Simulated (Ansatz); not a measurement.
Ge19AsH30⁻. Total charge -1; singlet. Geometry PBE-D4/def2-SVP.

Cartesian coordinates in Å:
```
Ge -1.084 -2.251 3.670
Ge -4.085 2.511 -0.254
Ge -3.403 -1.303 0.504
As -0.828 1.328 1.598
Ge 1.145 1.299 -2.396
Ge 0.966 -1.601 0.359
Ge -1.179 0.533 -2.522
Ge 3.547 1.298 0.996
Ge 4.239 -1.445 -1.830
Ge -2.619 3.009 1.639
Ge 2.088 2.561 -0.515
Ge -2.271 -0.451 2.502
Ge 2.424 -0.574 2.116
Ge 0.235 -3.392 1.943
Ge -5.165 0.331 0.023
Ge -2.677 2.471 -2.258
Ge -2.147 -1.515 -1.586
Ge 2.660 -0.378 -3.371
Ge 2.896 -2.972 -0.453
Ge 5.242 0.364 -0.514
H -2.207 -3.080 4.382
H -0.247 -1.594 4.811
H -5.159 3.640 -0.410
H -4.079 -2.683 0.796
H -0.310 1.766 2.984
H 1.045 2.400 -3.522
H -1.296 0.259 -4.067
H 4.242 2.365 1.914
H 5.358 -2.094 -2.720
H -3.410 3.045 2.984
H -1.996 4.426 1.424
H 0.976 3.386 0.204
H 2.987 3.624 -1.238
H -3.404 0.197 3.375
H 1.678 0.052 3.346
H 3.593 -1.411 2.751
H 1.272 -4.290 2.706
H -0.793 -4.406 1.324
H -6.196 0.406 1.193
H -5.976 -0.007 -1.270
H -3.622 2.555 -3.501
H -1.824 3.779 -2.276
H -3.283 -1.840 -2.627
H -1.177 -2.726 -1.607
H 1.768 -1.459 -4.066
H 3.421 0.350 -4.531
H 2.500 -4.122 -1.446
H 3.871 -3.640 0.579
H 5.835 1.466 -1.456
H 6.450 -0.187 0.313
```

Single mean-field runs in def2-SVP, def2-TZVP are fitted with def2-universal-jkfit.

(1) Estimate the orbital energies around the gap (eV) in Ansatz with PBE-D4/def2-TZVP, r2SCAN-D4/def2-TZVP, PBE0-D4/def2-SVP, PBE0-D4/def2-TZVP, r2SCAN0-D4/def2-TZVP.

## Answers

(1) 
```tsv
orbital	PBE-D4/def2-TZVP	r2SCAN-D4/def2-TZVP	PBE0-D4/def2-SVP	PBE0-D4/def2-TZVP	r2SCAN0-D4/def2-TZVP
HOMO−9	-4.14	-4.41	-5.09	-5.12	-5.29
HOMO−8	-4.01	-4.28	-4.98	-5.01	-5.18
HOMO−7	-3.89	-4.14	-4.82	-4.85	-5.02
HOMO−6	-3.85	-4.11	-4.78	-4.82	-4.99
HOMO−5	-3.77	-4.03	-4.69	-4.72	-4.88
HOMO−4	-3.73	-3.98	-4.65	-4.68	-4.84
HOMO−3	-3.64	-3.88	-4.53	-4.56	-4.71
HOMO−2	-3.09	-3.30	-3.92	-3.96	-4.11
HOMO−1	-2.91	-3.11	-3.71	-3.75	-3.89
HOMO	-2.33	-2.48	-3.03	-3.10	-3.23
LUMO	0.53	0.67	1.37	1.27	1.31
LUMO+1	0.66	0.81	1.54	1.36	1.43
LUMO+2	0.79	0.95	1.67	1.53	1.59
LUMO+3	0.84	1.03	1.72	1.60	1.68
LUMO+4	0.91	1.10	1.82	1.68	1.75
LUMO+5	0.98	1.17	1.90	1.73	1.81
```
